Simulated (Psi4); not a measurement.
Psi4 input (wB97X-D/6-311+G**):

```
memory 1500 MB

molecule {
0 2
N    -1.19239900    2.09739400    0.83419700
Si   -0.65248300    0.47416700    0.84480400
N     0.24086700   -0.07664700   -0.52089800
Si    1.12549600   -1.45650000   -1.03691800
H    -1.87055400    2.41781700    0.16053000
H    -0.57272200    2.84343900    1.10827300
H     0.18758000    0.32937700    2.05877700
H    -1.84191500   -0.41514200    0.87282200
H     2.38914300   -0.99576000   -1.66235300
H     1.45988800   -2.44450100    0.02185600
H     0.28712000   -2.12778700   -2.06339900
symmetry c1
no_reorient
no_com
}

set {
  basis 6-311+G**
  reference uks
  scf_type df
  df_basis_scf def2-universal-jkfit
  dft_radial_points 99
  dft_spherical_points 590
  e_convergence 1e-8
  d_convergence 1e-7
  maxiter 150
}

e = energy('wb97x-d')
print_out(f'\nFINAL {e:.10f} DIPOLE {variable("CURRENT DIPOLE")[0]:.6f} {variable("CURRENT DIPOLE")[1]:.6f} {variable("CURRENT DIPOLE")[2]:.6f}\n')
```

Output:

```
   => Loading Basis Set <=

    Name: 6-311+G**
    Role: ORBITAL
    Keyword: BASIS
    atoms 1, 3 entry N          line   150 file 6-311pgss.gbs
    atoms 2, 4 entry SI         line   351 file 6-311pgss.gbs
    atoms 5-11 entry H          line    42 file 6-311pgss.gbs

   => WB97X-D: Empirical Dispersion <=

    Chai and Head-Gordon Dispersion Correction
    Chai, J.-D.; Head-Gordon, M. (2010), J. Chem. Phys., 132: 6615-6620

        s6 =       1.000000

         ---------------------------------------------------------
                                   SCF
               by Justin Turney, Rob Parrish, Andy Simmonett
                          and Daniel G. A. Smith
                              UKS Reference
         ---------------------------------------------------------

  ==> Geometry <==

    Molecular point group: c1
    Full point group: C1

    Geometry (in Angstrom), charge = 0, multiplicity = 2:

       Center              X                  Y                   Z               Mass
    ------------   -----------------  -----------------  -----------------  -----------------
         N           -1.192399000000     2.097394000000     0.834197000000    14.003074004430
         SI          -0.652483000000     0.474167000000     0.844804000000    27.976926534650
         N            0.240867000000    -0.076647000000    -0.520898000000    14.003074004430
         SI           1.125496000000    -1.456500000000    -1.036918000000    27.976926534650
         H           -1.870554000000     2.417817000000     0.160530000000     1.007825032230
         H           -0.572722000000     2.843439000000     1.108273000000     1.007825032230
         H            0.187580000000     0.329377000000     2.058777000000     1.007825032230
         H           -1.841915000000    -0.415142000000     0.872822000000     1.007825032230
         H            2.389143000000    -0.995760000000    -1.662353000000     1.007825032230
         H            1.459888000000    -2.444501000000     0.021856000000     1.007825032230
         H            0.287120000000    -2.127787000000    -2.063399000000     1.007825032230

  Running in c1 symmetry.

  Rotational constants: A =      0.62851  B =      0.05730  C =      0.05507 [cm^-1]
  Rotational constants: A =  18842.27477  B =   1717.66887  C =   1651.05712 [MHz]
  Nuclear repulsion =  211.206502503026513

  Charge       = 0
  Multiplicity = 2
  Electrons    = 49
  Nalpha       = 25
  Nbeta        = 24

  ==> Algorithm <==

  SCF Algorithm Type is DF.
  DIIS enabled.
[...]
      13A     -0.955112    14A     -0.875492    15A     -0.653625
      16A     -0.591544    17A     -0.584798    18A     -0.495240
      19A     -0.466314    20A     -0.447265    21A     -0.438427
      22A     -0.424446    23A     -0.356417    24A     -0.341356

    Beta Virtual:

      25A     -0.076862    26A      0.052378    27A      0.060472
      28A      0.068740    29A      0.076068    30A      0.077481
      31A      0.095960    32A      0.099847    33A      0.112943
      34A      0.122496    35A      0.138509    36A      0.144051
      37A      0.158994    38A      0.177912    39A      0.178587
      40A      0.184016    41A      0.187829    42A      0.203850
      43A      0.231543    44A      0.232108    45A      0.241117
      46A      0.243366    47A      0.269079    48A      0.271369
      49A      0.285294    50A      0.293231    51A      0.323077
      52A      0.331768    53A      0.344034    54A      0.360871
      55A      0.363375    56A      0.402350    57A      0.453235
      58A      0.466938    59A      0.478252    60A      0.493328
      61A      0.521607    62A      0.546124    63A      0.594593
      64A      0.617478    65A      0.656384    66A      0.670829
      67A      0.680752    68A      0.702029    69A      0.728640
      70A      0.750295    71A      0.830859    72A      0.917309
      73A      0.929616    74A      0.938301    75A      0.944255
      76A      0.952645    77A      0.973900    78A      0.998552
      79A      1.015600    80A      1.033343    81A      1.051784
      82A      1.123249    83A      1.193593    84A      1.256919
      85A      1.282059    86A      1.287851    87A      1.295879
      88A      1.324019    89A      1.341915    90A      1.366330
      91A      1.373025    92A      1.389152    93A      1.478979
      94A      1.532601    95A      1.550565    96A      1.567913
      97A      1.587022    98A      1.701536    99A      1.710897
     100A      1.716980   101A      1.727119   102A      1.739436
     103A      1.774397   104A      1.887960   105A      1.978186
     106A      2.021747   107A      2.059061   108A      2.113709
     109A      2.118999   110A      2.162194   111A      2.196259
     112A      2.213334   113A      2.233785   114A      2.283687
     115A      2.495931   116A      2.508319   117A      2.550954
     118A      2.586439   119A      2.701147   120A      2.707513
     121A      2.720449   122A      2.739666   123A      2.796537
     124A      2.808416   125A      2.860379   126A      2.879791
     127A      3.025673   128A      3.126504   129A      3.970751
     130A      3.984591   131A      4.003477   132A      4.172086
     133A      4.401111   134A      4.827860   135A      5.825190
     136A      5.878200   137A     11.542570   138A     11.545423
     139A     11.551822   140A     11.566233   141A     11.598682
     142A     11.677462   143A     35.484672   144A     35.699503
     145A    141.361670   146A    141.409214

    Final Occupation by Irrep:
              A
    DOCC [    24 ]
    SOCC [     1 ]
    NA   [    25 ]
    NB   [    24 ]

  @DF-UKS Final Energy:  -692.69602257385293

   => Energetics <=

    Nuclear Repulsion Energy =            211.2065025030265133
    One-Electron Energy =               -1376.2484030592268027
    Two-Electron Energy =                 513.9718697557600535
    DFT Exchange-Correlation Energy =     -41.6222886521353388
    Empirical Dispersion Energy =          -0.0037031212773428
    VV10 Nonlocal Energy =                  0.0000000000000000
    Total Energy =                       -692.6960225738529289

  UHF NO Occupations:
  HONO-2 :   23  A 1.9992419
  HONO-1 :   24  A 1.9992091
  HONO-0 :   25  A 1.0000000
  LUNO+0 :   26  A 0.0007909
  LUNO+1 :   27  A 0.0007581
  LUNO+2 :   28  A 0.0004705
  LUNO+3 :   29  A 0.0002307

Computation Completed

Properties will be evaluated at   0.000000,   0.000000,   0.000000 [a0]

Properties computed using the SCF density matrix

 Multipole Moments:

 ------------------------------------------------------------------------------------
     Multipole            Electronic (a.u.)      Nuclear  (a.u.)        Total (a.u.)
 ------------------------------------------------------------------------------------

 L = 1.  Multiply by 2.5417464519 to convert [e a0] to [Debye]
 Dipole X            :          0.0128523           -0.0000038            0.0128486
 Dipole Y            :          0.2540145            0.0000189            0.2540334
 Dipole Z            :          0.0188389            0.0000057            0.0188446
 Magnitude           :                                                    0.2550552

 ------------------------------------------------------------------------------------

FINAL -692.6960225739 DIPOLE 0.012849 0.254033 0.018845

*** Psi4 exiting successfully. Buy a developer a beer!
```

The geometry given is a B3LYP-D3(BJ)/def2-TZVP minimum.
